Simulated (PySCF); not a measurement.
**Ga⁺: excitation energy**

Ga⁺ [Ar] 3d10 4s2 (1S) → Ga⁺ [Ar] 3d10 4s1 4p1 (3P), as a difference of total energies. Calculation: PySCF 2.14, in aug-cc-pwCVDZ-PP with ECP10MDF; scalar relativity through the core potential. Correlated levels: valence: 3s2 3p6 3d10 frozen; valence and next inner shell: nothing frozen outside the core potential. The calculations carry no spin-orbit coupling.

```tsv
method	excitation energy (eV)
UHF	4.633
LDA	6.579
PBE	6.273
PBE0	5.938
r2SCAN	5.882
r2SCAN0	5.706
PW91	6.269
revPBE	6.128
wB97X	6.493
MP2 (valence)	5.259
SCS-MP2 (valence)	5.435
MP2 (valence and next inner shell)	5.822
SCS-MP2 (valence and next inner shell)	5.918
```

**Question.** How much does correlation contribute at MP2 (valence and next inner shell)?

**Answer.** 5.822 − (4.633) = 1.189 eV, measured against UHF.

Errors of the correlated levels include the incompleteness of this basis and the frozen core.

For comparison: 5.986 eV (measured; NIST levels, between the centres of gravity of the two terms).
